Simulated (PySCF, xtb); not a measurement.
Al(Cl)(H)(iPr) (C₃H₈AlCl), SMILES C[CH]([AlH][Cl])C.

GFN2-xTB run with xtb at its own geometry gives an orbital gap of 4.01 eV and a dipole moment of 1.29 D.

Geometry optimised at PBE0-D3(BJ)/def2-SVP. One conformer was computed; it need not be the lowest.

Task: What does HF/def2-TZVP (PySCF) give? (An estimate is asked for; the answer gives what the named calculation found.)

Result: gap 11.91 eV (levels -10.41 and 1.51 eV), dipole 1.96 D.
